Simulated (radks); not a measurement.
Exchange energies: the exact (Fock) value of the Kohn-Sham orbitals and density-functional approximations, in hartree. Species: Mg2+ [Ne]; Ag [Kr] 4d10 5s1; B3+ [He]; Au+ [Xe] 4f14 5d10; Ne [Ne]. Calculated with a radial shooting solver on a logarithmic mesh with Libxc functionals: non-relativistic Kohn-Sham, exchange-only LDA, spin-polarised, spherical densities, point nucleus. Every spin shell is full or empty, so the densities are truly spherical. Functionals are evaluated on that one density, not self-consistently.

| functional | Mg2+ | Ag | B3+ | Au+ | Ne |
|---|---|---|---|---|---|
| exact | -15.5718 | -143.705 | -2.86629 | -337.768 | -11.9739 |
| LDA | -14.226 | -136.65 | -2.4634 | -324.98 | -10.937 |
| B88 | -15.586 | -143.83 | -2.8515 | -338.11 | -12.034 |
| PBE | -15.491 | -143.18 | -2.8174 | -336.72 | -11.964 |
| PBEsol | -14.998 | -140.47 | -2.6931 | -331.79 | -11.563 |
| RPBE | -15.600 | -143.46 | -2.8660 | -337.13 | -12.054 |
| PW91 | -15.555 | -143.78 | -2.8260 | -338.04 | -12.013 |
| OPTX | -15.581 | -145.46 | -2.8565 | -344.25 | -12.014 |
| EV93 | -15.846 | -143.41 | -2.9863 | -336.16 | -12.271 |
| APBE | -15.680 | -144.26 | -2.8623 | -338.72 | -12.117 |
| r2SCAN | -15.603 | -143.63 | -2.8719 | -337.25 | -12.028 |
| MS2 | -15.617 | -142.96 | -2.8738 | -335.62 | -12.055 |
| MVS | -15.565 | -143.85 | -2.8725 | -338.09 | -12.001 |
